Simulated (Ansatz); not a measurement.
Breaking a bond: GeAl (cation, charge +1), lowest singlet found (which spin is the ground state isn't settled by this scan).

Computed with Ansatz (an electronic-structure program) with full CI/aug-cc-pVDZ, cores with 3d frozen.

Question: Relative to R = 3.26 Å, what are the energies at R = 3.85, 4.74, 6.03, 7.00 Å?

Answer: 24.1 kJ/mol at 3.85 Å, 69.6 kJ/mol at 4.74 Å, 105.3 kJ/mol at 6.03 Å, 114.2 kJ/mol at 7.00 Å.

The scan ran from 1.75 to 8.24 Å; beyond the distances shown full CI changes its symmetry label.
